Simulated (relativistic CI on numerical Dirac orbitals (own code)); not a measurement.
# Inner-shell lines of B2+

These numbers are calculated, not measured: Dirac-Coulomb-Breit CI, KLI orbitals optimised for each configuration, model QED, valence Slater integrals scaled by 0.9 (own radial code, finite nucleus).

Configurations in the expansion: 1s²2s, 1s2s2p, 1s2s3p, 1s2p², 1s2p3p, 1s²2p. Levels of other configurations are missing.

The table holds the strongest lines. The upper levels have an inner-shell vacancy. Auger decay, open to those above the ionisation limit, is not computed, and radiative decays to configurations outside the model are missing too. Absolute energies can be off by a few tenths of a per cent, so close lines can change order. LS names give the leading component, which can be well under half, for lower levels too. Brackets number the levels in order of energy.

| λ (Å) | Upper | Lower | A (s⁻¹) | gA (s⁻¹) |
| --- | --- | --- | --- | --- |
| 62.3925 | 1s2s2p ²P°1/2 [7] | 1s²2s ²S1/2 [1] | 4.38e+11 | 8.75e+11 |
| 62.3912 | 1s2s2p ²P°3/2 [8] | 1s²2s ²S1/2 [1] | 4.38e+11 | 1.75e+12 |
| 62.3545 | 1s2p² ²D5/2 [14] | 1s²2p ²P°3/2 [3] | 2.25e+11 | 1.35e+12 |
| 62.3523 | 1s2p² ²D3/2 [15] | 1s²2p ²P°3/2 [3] | 3.25e+10 | 1.30e+11 |
| 62.3511 | 1s2p² ²D3/2 [15] | 1s²2p ²P°1/2 [2] | 1.92e+11 | 7.69e+11 |
| 62.2721 | 1s2p² ²P1/2 [16] | 1s²2p ²P°3/2 [3] | 2.53e+11 | 5.07e+11 |
| 62.2708 | 1s2p² ²P1/2 [16] | 1s²2p ²P°1/2 [2] | 5.09e+11 | 1.02e+12 |
| 62.2698 | 1s2p² ²P3/2 [17] | 1s²2p ²P°3/2 [3] | 6.41e+11 | 2.56e+12 |
| 62.2686 | 1s2p² ²P3/2 [17] | 1s²2p ²P°1/2 [2] | 1.22e+11 | 4.88e+11 |
| 61.5063 | 1s2p² ²S1/2 [18] | 1s²2p ²P°3/2 [3] | 1.77e+11 | 3.54e+11 |
| 61.505 | 1s2p² ²S1/2 [18] | 1s²2p ²P°1/2 [2] | 8.73e+10 | 1.75e+11 |
| 56.6679 | 1s2p3p ²P3/2 [30] | 1s²2p ²P°3/2 [3] | 3.09e+10 | 1.24e+11 |
| 56.6666 | 1s2p3p ²P1/2 [31] | 1s²2p ²P°1/2 [2] | 2.49e+10 | 4.98e+10 |
| 56.3824 | 1s2p3p ²D3/2 [36] | 1s²2p ²P°1/2 [2] | 3.31e+10 | 1.32e+11 |
| 56.3816 | 1s2p3p ²D5/2 [37] | 1s²2p ²P°3/2 [3] | 3.96e+10 | 2.38e+11 |
| 56.2113 | 1s2p3p ²S1/2 [38] | 1s²2p ²P°3/2 [3] | 3.97e+10 | 7.94e+10 |
| 56.1985 | 1s2s3p ²P°3/2 [22] | 1s²2s ²S1/2 [1] | 6.16e+10 | 2.46e+11 |
| 56.1981 | 1s2s3p ²P°1/2 [23] | 1s²2s ²S1/2 [1] | 6.16e+10 | 1.23e+11 |
| 55.869 | 1s2p3p ²P3/2 [42] | 1s²2p ²P°3/2 [3] | 1.83e+10 | 7.33e+10 |
| 55.3659 | 1s2s3p ²P°3/2 [25] | 1s²2s ²S1/2 [1] | 1.95e+10 | 7.80e+10 |
